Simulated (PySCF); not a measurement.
Gas-phase reaction: 4 (CH3)3SiF + 2 C3H4 (propyne) → i-Si4H10 + CH2FCF3 + 4 C4H8 (cyclic)

Computed with PySCF and rigid-rotor harmonic-oscillator thermochemistry at 1 bar. † marks an energy on the PBE0/def2-TZVP geometry and frequencies; other levels use their own. All species are closed-shell singlets. B3LYP is the form with VWN-RPA correlation. The harmonic model lacks anharmonicity and excited electronic states, which grow with temperature; levels with a mode under 35 cm⁻¹ are left out. Internal rotation in (CH3)3SiF, i-Si4H10, CH2FCF3 is treated as a harmonic vibration of one conformer, which makes the entropy rough.

| level | ΔE electronic, kJ | ΔH°(298 K), kJ | ΔS°(298 K), J/K | ΔG°(1200 K), kJ |
|---|---|---|---|---|
| B3LYP/def2-TZVP† | 1230 | 1228 | -127 | 1433 |
| BLYP/def2-TZVP† | 1242 | 1240 | -127 | 1444 |
| HF/def2-TZVP† | 1236 | 1234 | -127 | 1438 |
| M06-2X/def2-TZVP† | 1239 | 1237 | -127 | 1442 |
| PBE/def2-SVP | 905 | 900 | -128 | 1103 |
| r2SCAN/def2-TZVP† | 1203 | 1202 | -127 | 1406 |
| ωB97M-V/def2-TZVP† | 1208 | 1206 | -127 | 1411 |
ΔH° is lowest at PBE/def2-SVP and highest at BLYP/def2-TZVP†. No reference value is set beside these.
